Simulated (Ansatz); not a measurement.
A nudged elastic band was laid between two geometries of Cl$_{3}$HOSi (6 atoms, charge 0, multiplicity 1).

The calculation used Ansatz 0.2.0, RKS PBE-D4/STO-3G.

```json
{
  "movable images": "5",
  "climbing image": "yes",
  "spring": "5.0 eV/Å²",
  "optimiser": "quadratic models (default)",
  "start path": "IDPP",
  "force threshold": "0.05 eV/Å",
  "iteration limit": "60",
  "end points": "relaxed"
}
```

Image 0:

```xyz
6
Properties=species:S:1:pos:R:3
O -0.825 0.558 1.037
Si 0.176 0.057 -0.235
Cl 1.871 -1.022 0.436
Cl -0.828 -1.184 -1.626
Cl 0.776 1.840 -1.160
H -1.128 -0.314 1.502
```

Image 6:

```xyz
6
Properties=species:S:1:pos:R:3
O -1.125 -0.002 0.901
Si 0.094 -0.096 -0.272
Cl 1.796 -1.161 0.403
Cl -0.802 -1.108 -1.875
Cl 0.772 1.809 -0.902
H -0.694 0.494 1.699
```

Problem. Which bonds break or form, and what moves?

Solution. No bond is made or broken. The dihedral H6–O1–Si2–Cl3 goes from -60 to 60°. The two ends are copies of one structure, up to a mirror image or an exchange of like atoms.

Problem. What energy profile does the band end with?

Solution. The run converged. The highest image is number 3 of 0 to 6, 3.7 kJ/mol above the ends, which have the same energy within 2 meV. A vibrational analysis at the climbing image gives one clearly imaginary mode, 186i cm⁻¹: a first-order saddle point. Limits of this set-up: minimal basis.

| image | path coordinate (Å) | energy (kJ/mol) | dihedral H6–O1–Si2–Cl3 (°) |
| --- | --- | --- | --- |
| 0 | 0.00 | 0.0 | -60 |
| 1 | 0.26 | 0.8 | -42 |
| 2 | 0.52 | 2.6 | -22 |
| 3 | 0.78 | 3.7 | 0 |
| 4 | 1.03 | 2.6 | 22 |
| 5 | 1.29 | 0.8 | 42 |
| 6 | 1.55 | 0.0 | 60 |

Problem. What is the geometry of the highest image?

Solution. 
```xyz
6
Properties=species:S:1:pos:R:3
O -1.092 0.334 0.886
Si 0.101 0.017 -0.280
Cl 1.691 -1.103 0.554
Cl -0.752 -1.036 -1.897
Cl 0.832 1.837 -1.056
H -0.738 -0.113 1.747
```

Problem. What are the harmonic wavenumbers there?

Solution. 186i, 148, 159, 213, 227, 247, 445, 622, 625, 856, 1172, 3626 cm⁻¹.

The band took 6 iterations and of the order of 50 core-seconds.

Run time: 53 s on 1 thread of Arm Neoverse V2 (shared host), peak memory 0.098 GiB.
